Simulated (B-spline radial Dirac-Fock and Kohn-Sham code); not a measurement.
Cl⁷⁺: photoemission with 1000 eV photons

System: Cl⁷⁺ in the configuration 1s2 2s2 2p6.

Level of theory: a relativistic central-field model (Hartree-Slater potential of the initial state, Latter tail, multipole expansion of the photon field, Dirac-Fock thresholds); a radial atomic solver. The asymmetry parameter β is from the dipole term alone. Kinetic energies are from the vacuum level.

| subshell | electrons | binding (eV) | kinetic (eV) | σ (kb) | β |
| --- | --- | --- | --- | --- | --- |
| 2s | 2 | 417.7 | 582.3 | 55.9 | 2.00 |
| 2p1/2 | 2 | 348.4 | 651.6 | 36.4 | 1.37 |
| 2p3/2 | 4 | 346.7 | 653.3 | 71.4 | 1.38 |

Branching ratios of the spin-orbit partners (statistical value in brackets): 2p 1.96 (2.00).

Values without a named source are computed, but for edge energies of neutral atoms, which are taken from tables.
